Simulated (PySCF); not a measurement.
Geometry (Å), atoms numbered from 1 in this order:
```xyz
15

Si    2.9686    0.4437    0.0368
N     1.4077   -0.2996    0.2408
Si   -0.1293    0.4278    0.5996
N    -1.3260    0.0272   -0.5949
Si   -2.8961   -0.6977   -0.3960
H     3.6038    0.0182   -1.2506
H     3.9273    0.0960    1.1333
H     2.7646    1.9213    0.0241
H     1.3950   -1.3149    0.1689
H     0.1549    1.8919    0.6694
H    -0.7101   -0.0514    1.8891
H    -1.0861    0.2926   -1.5481
H    -3.0619   -1.8800   -1.2996
H    -4.0173    0.2466   -0.7025
H    -3.0107   -1.1391    1.0243
```

Geometry: PBE0-D3(BJ)/def2-SVP; GIAO shifts from PySCF 2.14, gas phase, non-relativistic, averaged over equivalent atoms.

At PBE0/pcSseg-1 (156 basis functions, 39 s wall time on 1 thread of an Arm Neoverse N1, shared host):
| atoms | δ (ppm) |
| --- | --- |
| Si3 | -25.9 |
| Si1/Si5 | -53.1 |
| N2/N4 | 27.3 |
| H10/H11 | 4.83 |
| H6/H7/H8/H13/H14/H15 | 4.71 |
| H9/H12 | -0.18 |

Shifts are taken against calculated references (same method and geometry level): ²⁹Si (σ = 351.99 ppm), ¹H (σ = 31.27 ppm) against TMS; ¹⁵N (σ = 265.67 ppm) vs NH3.

**Question.** What do these become at wB97X-D/pcSseg-2?

**Answer.** 
```tsv
atoms	δ at wB97X-D/pcSseg-2	change
Si3	-27.8	-1.9
Si1/Si5	-55.2	-2.1
N2/N4	27.9	+0.6
H10/H11	4.87	+0.04
H6/H7/H8/H13/H14/H15	4.70	-0.01
H9/H12	0.05	+0.23
```

δ = σ(ref) − σ, references computed at the same level: TMS for ²⁹Si (340.70 ppm), ¹H (31.36 ppm); ¹⁵N (260.06 ppm) against NH3.

The largest change is at Si1/Si5 (silicon bonded to N, 3 H). Cost: 341 basis functions, 2.3 min wall time on 1 thread of an Arm Neoverse N1, shared host.

Experimental scales use liquid or dissolved standards, which lie at an offset from isolated NH3 (liquid NH3: subtract about 20 ppm).
